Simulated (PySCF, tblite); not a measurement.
Species: C4H13NSi2.
SMILES with atom numbers: `[SiH3:1][CH2:2][Si@@H:3]1[CH2:4][CH2:5][CH2:6][NH:7]1` (hydrogens: H8, H9, H10 on Si1; H11, H12 on C2; H13 on Si3; H14, H15 on C4; H16, H17 on C5; H18, H19 on C6; H20 on N7)

Computed with GFN2-xTB (tblite), gas phase: Langevin dynamics at 300 K from the optimised GFN2-xTB geometry, time step 0.5 fs, friction 0.01 fs⁻¹, 2000 steps. Over the second half of the run the saved frames average 296 K.

Frame at 250 fs, instantaneous temperature 212 K:
```
atom  x, y, z in Å
Si1     2.928    0.042   -0.018
C2      1.436   -0.983    0.517
Si3     0.054    0.185    1.015
C4     -1.528   -0.800    1.417
C5     -2.235   -0.684    0.047
C6     -2.094    0.767   -0.454
N7     -0.628    1.032   -0.320
H8      3.438    1.064    0.916
H9      2.399    0.781   -1.174
H10     4.086   -0.810   -0.413
H11     1.171   -1.704   -0.312
H12     1.717   -1.541    1.390
H13     0.330    1.132    2.092
H14    -1.391   -1.845    1.754
H15    -2.192   -0.346    2.190
H16    -1.767   -1.387   -0.582
H17    -3.350   -0.888    0.158
H18    -2.694    1.499    0.032
H19    -2.351    0.847   -1.519
H20    -0.432    1.952   -0.502
```

Frame at 425 fs, instantaneous temperature 226 K:
```
atom  x, y, z in Å
Si1     3.152   -0.746    0.255
C2      1.437   -1.402    0.612
Si3     0.213    0.114    1.013
C4     -1.408   -0.638    1.809
C5     -2.394   -0.463    0.677
C6     -2.085    0.760   -0.259
N7     -0.617    0.776   -0.420
H8      3.667    0.204    1.309
H9      3.311   -0.188   -1.151
H10     4.079   -1.916    0.363
H11     1.188   -1.944   -0.235
H12     1.484   -2.106    1.454
H13     0.781    1.211    1.746
H14    -1.399   -1.661    2.166
H15    -1.802   -0.008    2.630
H16    -2.443   -1.331    0.042
H17    -3.377   -0.304    1.106
H18    -2.476    1.791    0.094
H19    -2.488    0.591   -1.325
H20    -0.240    1.554   -0.899
```

Frame at 625 fs, instantaneous temperature 302 K:
```
atom  x, y, z in Å
Si1     3.047   -1.314   -0.027
C2      1.510   -1.700    0.951
Si3     0.294   -0.242    1.055
C4     -1.191   -0.342    2.278
C5     -2.378   -0.274    1.422
C6     -2.030    0.724    0.273
N7     -0.700    0.326   -0.247
H8      4.038   -2.352    0.263
H9      3.562   -0.005    0.103
H10     2.865   -1.286   -1.461
H11     1.111   -2.741    0.556
H12     1.797   -1.809    2.034
H13     1.230    0.921    1.419
H14    -1.237   -1.230    2.981
H15    -1.162    0.543    2.858
H16    -2.639   -1.205    0.935
H17    -3.251    0.017    2.027
H18    -2.000    1.752    0.646
H19    -2.726    0.729   -0.565
H20    -0.478    0.656   -1.187
```

Frame at 800 fs, instantaneous temperature 281 K:
```
atom  x, y, z in Å
Si1     2.438   -1.848   -0.046
C2      1.444   -1.994    1.629
Si3     0.356   -0.431    1.635
C4     -1.343   -0.219    2.425
C5     -2.218    0.326    1.279
C6     -1.339    1.110    0.296
N7     -0.129    0.384    0.176
H8      3.437   -3.009    0.030
H9      3.239   -0.623   -0.234
H10     1.744   -2.117   -1.247
H11     0.894   -2.945    1.532
H12     2.134   -1.968    2.481
H13     1.384    0.253    2.307
H14    -1.852   -1.059    2.862
H15    -1.251    0.500    3.252
H16    -2.642   -0.515    0.672
H17    -3.003    0.952    1.571
H18    -1.178    2.206    0.603
H19    -1.683    1.182   -0.755
H20     0.375    0.511   -0.683
```

Frame at 1000 fs, instantaneous temperature 382 K:
```
atom  x, y, z in Å
Si1     2.233   -2.603    0.243
C2      0.849   -2.409    1.565
Si3     0.412   -0.632    2.041
C4     -1.312   -0.387    2.669
C5     -2.075   -0.206    1.369
C6     -1.204    0.601    0.394
N7      0.150    0.162    0.538
H8      2.732   -4.035    0.315
H9      3.202   -1.663    0.552
H10     1.807   -2.381   -1.122
H11    -0.005   -2.792    1.097
H12     1.043   -3.079    2.411
H13     1.444    0.190    2.807
H14    -1.758   -1.183    3.240
H15    -1.449    0.468    3.319
H16    -2.314   -1.120    0.840
H17    -2.975    0.306    1.550
H18    -1.396    1.677    0.456
H19    -1.533    0.296   -0.598
H20     0.817    0.416   -0.127
```

Task: What do single points at PBE0/pcSseg-1 (PySCF, gas phase) give on these frames?

Result: 
```tsv
t (fs)	GFN2-xTB E above start (eV)	DFT E above lowest frame (eV)	HOMO (eV)	LUMO (eV)	dipole (D)
250	0.50	0.00	-6.58	0.68	1.02
425	0.73	0.22	-6.44	0.37	1.41
625	0.71	0.16	-6.44	0.72	1.37
800	0.89	0.42	-6.39	0.53	1.37
1000	0.58	0.10	-6.26	0.81	1.11
```

Both levels order the frames alike by energy; measured from each level's lowest frame they differ by 0.05 eV at most. The HOMO–LUMO gap runs from 6.81 to 7.26 eV. These are instantaneous structures, not minima.

Task: And the isotropic GIAO shieldings (ppm) from the same runs?

Result: 
```tsv
atom	250 fs	425 fs	625 fs	800 fs	1000 fs	mean	range
Si1	427.4	419.6	430.2	431.0	426.4	426.9	11.4
C2	191.6	191.4	184.0	185.1	193.6	189.1	9.6
Si3	358.9	338.6	353.3	362.3	348.8	352.4	23.7
C4	165.2	169.6	170.8	180.3	177.8	172.7	15.1
C5	157.0	159.0	159.0	157.7	162.8	159.1	5.8
C6	134.6	123.5	133.6	136.1	141.7	133.9	18.2
N7	237.1	225.7	227.7	232.1	243.2	233.2	17.5
H8	27.7	27.2	27.7	26.8	27.1	27.3	0.9
H9	27.6	27.0	28.3	27.6	28.9	27.9	1.9
H10	27.3	27.1	28.1	28.6	28.1	27.8	1.5
H11	30.7	33.0	29.2	31.1	33.1	31.4	3.9
H12	32.5	31.6	31.0	31.0	32.0	31.6	1.5
H13	26.7	26.7	26.1	27.4	25.8	26.5	1.6
H14	30.3	30.7	29.7	31.1	31.2	30.6	1.5
H15	30.1	30.1	31.4	30.7	31.0	30.7	1.3
H16	30.5	29.9	30.4	29.5	30.1	30.1	1.0
```

The cost below is that of the whole dynamics run. On an Arm Neoverse V1 with one thread, shared host with 32 logical CPUs at a one-minute load of 10, this took 17 s and 0.19 GiB of memory at its peak.
